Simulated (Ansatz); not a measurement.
`FC[SiH2][InH2]`, charge 0, multiplicity 1.

(1) Give a relaxed structure at PBE0-D4/def2-TZVP (the Gaussian-basis code of Ansatz). (An estimate is asked.)

Answers

(1) Computed: 
Z-matrix (Å, degrees):
```
C
Si 1 1.917
F 1 1.421 2 107.3
H 1 1.092 2 113.6 3 -117.5
H 1 1.092 2 113.6 3 117.5
In 2 2.574 1 93.4 3 0.1
H 2 1.490 1 109.3 3 121.5
H 2 1.490 1 109.3 3 -121.4
H 6 1.726 2 120.1 1 -88.8
H 6 1.726 2 120.1 1 88.8
```
Point group Cs.
This is one stationary point; other conformers may exist.
